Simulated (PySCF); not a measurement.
# [Lu(HCN)]3+ at several levels of theory

Computed with PySCF 2.14.0 (density fitting, no spin-orbit coupling) at the geometry relaxed with PBE0:

```xyz
4
[Lu(HCN)]3+ (singlet)
Lu    0.0000    0.0000   -0.1691
N     0.0000    0.0000    1.9366
C     0.0000    0.0000    3.1046
H     0.0000    0.0000    4.2246
```

```tsv
level	basis	state	HOMO (eV)	gap (eV)	charge on Lu1 (e)	population of f-type functions on Lu1 (core shells left out)	dipole about the centre of mass (D)	largest force component (eV/Å)
PBE0	Lu def2-SVP with ECP28, N def2-SVP, C def2-SVP, H def2-SVP	singlet	-27.70	7.49	2.55	14.02	5.77	0.01
BLYP	the same	singlet	-26.31	4.84	2.46	14.01	6.12	1.46
TPSS	the same	singlet	-26.44	5.42	2.52	14.02	6.03	1.14
```

Charges are Mulliken's, which hang on the basis. The relaxation used the grid (50, 194), these runs (75, 302) or, all-electron (x2c bases, spin-free X2C Hamiltonian), (99, 590).

**Question.** What does PBE0 with Lu def2-TZVP with ECP28, N def2-TZVP, C def2-TZVP, H def2-TZVP give here?

**Answer.** state singlet, HOMO (eV) -27.62, gap (eV) 7.41, charge on Lu1 (e) 2.55, population of f-type functions on Lu1 (core shells left out) 14.01, dipole about the centre of mass (D) 5.87, largest force component (eV/Å) 1.17. Time: 34 s on 2 threads of Arm Neoverse V1, with other jobs on the host, from free ions and atoms.

In the first row's basis the gap widens with exact exchange: 4.8 to 5.4 eV for BLYP, TPSS (none); 7.5 eV for PBE0 (a fixed share).
